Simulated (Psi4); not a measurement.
Psi4 was given this input:
```
memory 2 GB

molecule mol {
0 1
  Cl   -0.000000   -0.000000   -1.008426
  Cl    0.000000    0.000000    1.008426
}

set basis sto-3g
set reference rhf

energy('mp2.5')
print_variables()
```

**Question.** What does this run give for the total energy, number of basis functions, MP2 correlation energy?

**Answer.** 
| Property | Result |
|---|---|
| total energy | -909.136919 Ha |
| number of basis functions | 18 |
| MP2 correlation energy | -0.0195 Eh |
